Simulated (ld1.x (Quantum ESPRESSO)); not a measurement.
# copper (Cu), ultrasoft: configuration errors across variants

Cu (Z = 29), ultrasoft, made with ld1.x (Quantum ESPRESSO) 7.5 (Wu–Cohen, scalar-relativistic). Core [Ne], reference 3s2 3p6 3d10 4s0.5 4p0.5. Waves: 3s (bound): rcut 0.95, rcutus 1.20 bohr; 4s (bound): rcut 0.95, rcutus 1.20 bohr; 3p (bound): rcut 1.05, rcutus 1.20 bohr; 4p (bound): rcut 1.05, rcutus 1.20 bohr; 3d (bound): rcut 0.80, rcutus 1.00 bohr; 3d channel at 2.45 Ry: rcut 0.80, rcutus 1.00 bohr. Local part: all-electron potential smoothed inside 0.75 bohr (lloc = -2). Core correction: Bessel-smoothed model core, default radius (core density twice the valence density). Augmentation charge: PSQ, inside the norm-conserving radii.

All-electron excitation energies from the reference (eV): (1) 3s2 3p6 3d10 4s1 4p0 -2.055; (2) 3s2 3p6 3d10 4s0 4p0 6.037; (3) 3s2 3p6 3d9 4s0 4p0 27.375; (4) 3s2 3p6 3d8 4s0 4p0 66.408; (5) 3s2 3p6 3d9 4s1 4p0 9.570; (6) 3s2 3p6 3d9 4s2 4p0 -0.072; (7) 3s2 3p6 3d10 4s0 4p1 2.160.

The overlap operator is not positive definite (basis up to 400 Ry) in “base”, “wave 3d channel at 2.45 Ry: rcut 0.80, rcutus 1.00 bohr becomes 3d channel at -0.33 Ry: rcut 0.80, rcutus 1.00 bohr”, “wave 3d channel at 2.45 Ry: rcut 0.80, rcutus 1.00 bohr becomes 3d channel at -0.22 Ry: rcut 0.80, rcutus 1.00 bohr”, “wave 3d channel at 2.45 Ry: rcut 0.80, rcutus 1.00 bohr becomes 3d channel at -0.11 Ry: rcut 0.80, rcutus 1.00 bohr”, “wave 3d channel at 2.45 Ry: rcut 0.80, rcutus 1.00 bohr becomes 3d channel at 0.18 Ry: rcut 0.80, rcutus 1.00 bohr”, “wave 3d channel at 2.45 Ry: rcut 0.80, rcutus 1.00 bohr becomes 3d channel at 0.35 Ry: rcut 0.80, rcutus 1.00 bohr”, “wave 3d channel at 2.45 Ry: rcut 0.80, rcutus 1.00 bohr becomes 3d channel at 0.9 Ry: rcut 0.80, rcutus 1.00 bohr”, “wave 3d channel at 2.45 Ry: rcut 0.80, rcutus 1.00 bohr becomes 3d channel at 3.18 Ry: rcut 0.80, rcutus 1.00 bohr”, “wave 3d channel at 2.45 Ry: rcut 0.80, rcutus 1.00 bohr becomes 3d channel at 4.99 Ry: rcut 0.80, rcutus 1.00 bohr”. Such files are unfit for use, however small their errors in these radial tests.

Errors AE − PS in meV (a dash: test not solved or not reliable):

```tsv
change	(1)	(2)	(3)	(4)	(5)	(6)	(7)	bound ghosts
base	+0.3	-0.5	-0.5	-0.6	+1.8	+3.7	-0.1	not determined (overlap not positive)
wave 3d channel at 2.45 Ry: rcut 0.80, rcutus 1.00 bohr becomes 3d channel at -0.33 Ry: rcut 0.80, rcutus 1.00 bohr	+0.3	-0.9	+2.3	+15	+4.7	+6.8	-0.2	not determined (overlap not positive)
wave 3d channel at 2.45 Ry: rcut 0.80, rcutus 1.00 bohr becomes 3d channel at -0.22 Ry: rcut 0.80, rcutus 1.00 bohr	+0.3	-0.9	+1.0	+7.0	+3.4	+5.3	-0.2	not determined (overlap not positive)
wave 3d channel at 2.45 Ry: rcut 0.80, rcutus 1.00 bohr becomes 3d channel at -0.11 Ry: rcut 0.80, rcutus 1.00 bohr	+0.3	-0.9	+0.5	+4.1	+2.9	+4.8	-0.2	not determined (overlap not positive)
wave 3d channel at 2.45 Ry: rcut 0.80, rcutus 1.00 bohr becomes 3d channel at 0.18 Ry: rcut 0.80, rcutus 1.00 bohr	+0.3	-0.8	0.0	+1.7	+2.4	+4.4	-0.2	not determined (overlap not positive)
wave 3d channel at 2.45 Ry: rcut 0.80, rcutus 1.00 bohr becomes 3d channel at 0.35 Ry: rcut 0.80, rcutus 1.00 bohr	+0.3	-0.8	-0.1	+1.3	+2.3	+4.2	-0.2	not determined (overlap not positive)
wave 3d channel at 2.45 Ry: rcut 0.80, rcutus 1.00 bohr becomes 3d channel at 0.9 Ry: rcut 0.80, rcutus 1.00 bohr	+0.4	-0.6	-0.3	+0.6	+2.1	+4.0	-0.1	not determined (overlap not positive)
wave 3d channel at 2.45 Ry: rcut 0.80, rcutus 1.00 bohr becomes 3d channel at 3.18 Ry: rcut 0.80, rcutus 1.00 bohr	+0.3	-0.5	-0.5	-0.8	+1.8	+3.7	-0.1	not determined (overlap not positive)
wave 3d channel at 2.45 Ry: rcut 0.80, rcutus 1.00 bohr becomes 3d channel at 4.99 Ry: rcut 0.80, rcutus 1.00 bohr	+0.3	-0.4	-1.5	+0.8	+1.0	+3.0	-0.1	not determined (overlap not positive)
```

Problem. Give the same row for: wave 3d channel at 2.45 Ry: rcut 0.80, rcutus 1.00 bohr becomes 3d channel at 1.74 Ry: rcut 0.80, rcutus 1.00 bohr.

Solution. +0.3, -0.4, -0.4, -0.2, +1.9, +3.8, -0.2; bound ghosts: not determined (overlap not positive). Its overlap operator is not positive definite in a basis up to 400 Ry (lowest eigenvalue p -0.65), so the file is unfit for use: the generalised eigenproblem breaks down once the basis is large enough, and its test numbers describe a broken file.
